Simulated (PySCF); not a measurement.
In(H)(F)(OH), H₂FInO, SMILES [F][InH][OH] (B3LYP/def2-SVP optimised geometry):

```
5

In    -0.538    -0.531     0.000
H     -1.435    -1.974     0.001
F      1.435    -0.531     0.000
O     -1.162     1.364     0.000
H     -0.408     1.974    -0.004
```

Calculation: PySCF with B3LYP/def2-TZVP, def2 effective core potentials past Kr.

Task: What are the frontier orbital energies and the dipole moment?

Result: HOMO-2 -9.65 eV, HOMO-1 -8.91 eV, HOMO -8.55 eV, LUMO -1.94 eV, LUMO+1 -1.75 eV; dipole moment 1.77 D.

On the same geometry PySCF with PBE/def2-TZVP, def2 effective core potentials past Kr gives HOMO-2 -8.17 eV, HOMO-1 -7.57 eV, HOMO -7.16 eV, LUMO -2.47 eV, LUMO+1 -2.13 eV; dipole moment 1.63 D.
